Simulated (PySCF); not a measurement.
C2H9FSi2, SMILES C[C@H]([SiH3])[SiH2]F.

Coordinates come from a PBE0-D3(BJ)/def2-SVP optimisation. The structure was generated by enumeration; whether it is a known compound was not checked. The values are those of a single conformer.

Calculation: PySCF with SMD-PBE0/6-31G*.

Solvation free energies are E(SMD) − E(gas) at the gas-phase geometry, for 1 M in both phases. In vacuum the dipole moment is 1.20 D.

**Question.** Rank water, acetonitrile, 2-propanol by solvation free energy, most negative first.

**Answer.** 2-propanol (-2.7 kcal/mol), acetonitrile (-2.2 kcal/mol), water (2.1 kcal/mol)
